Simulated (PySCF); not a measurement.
**19F chemical shifts**

PySCF calculation with GIAO PBE0/pcSseg-1 shieldings and GFN2-xTB structure; non-relativistic, one computed conformer, equivalent nuclei averaged, no solvent model.

Shieldings were converted by a linear fit to measured shifts: 19F: δ = 146.13 − 0.903σ +14.6 on sp3 carbon (rms 6.0 ppm, 223 shifts, 7.0 ppm with the 5 outliers that the fit left out vs CFCl3, solution or neat liquid). Occasional misses reach two or three times the rms, and more in compound classes unlike the fitted ones.

**Question.** Give the 19F shifts of `C[C@@]1(F)C[C@@H](F)CC[SiH2]1`, `C[C@@H](F)/C=C\[C@H](F)C[SiH3]`, `C#CCC(=C)CC=C(F)F`.

**Answer.** 
| compound | environment | δ (ppm) |
| --- | --- | --- |
| [CH3:1][C@@:2]1([F:3])[CH2:4][C@@H:5]([F:6])[CH2:7][CH2:8][SiH2:9]1 | F6: fluorine on an sp3 carbon | -177.7 |
| [CH3:1][C@@:2]1([F:3])[CH2:4][C@@H:5]([F:6])[CH2:7][CH2:8][SiH2:9]1 | F3: fluorine on an sp3 carbon | -178.5 |
| [CH3:1][C@@H:2]([F:3])/[CH:4]=[CH:5]\[C@H:6]([F:7])[CH2:8][SiH3:9] | F3: fluorine on an sp3 carbon | -167.1 |
| [CH3:1][C@@H:2]([F:3])/[CH:4]=[CH:5]\[C@H:6]([F:7])[CH2:8][SiH3:9] | F7: fluorine on an sp3 carbon | -177.0 |
| [CH:1]#[C:2][CH2:3][C:4](=[CH2:5])[CH2:6][CH:7]=[C:8]([F:9])[F:10] | F10: vinylic fluorine | -83.9 |
| [CH:1]#[C:2][CH2:3][C:4](=[CH2:5])[CH2:6][CH:7]=[C:8]([F:9])[F:10] | F9: vinylic fluorine | -89.2 |

**Question.** Match the shifts -57.7, -118.8, -160.3, -205.0 ppm to `C=CCC#C[C@@]1([SiH3])C[C@H]1F`, `CC#C[C@@H]1[SiH2]/C(=C/C)[C@@H]1F`, `O=C1C=C[Si@H]1C(F)(F)F`, `C=CC[Si@]1(C)C=CC=C1F`.

**Answer.** -57.7: O=C1C=C[Si@H]1C(F)(F)F (fluorine of a CF3 group); -118.8: C=CC[Si@]1(C)C=CC=C1F (vinylic fluorine); -160.3: CC#C[C@@H]1[SiH2]/C(=C/C)[C@@H]1F (fluorine on an sp3 carbon); -205.0: C=CCC#C[C@@]1([SiH3])C[C@H]1F (fluorine on an sp3 carbon).
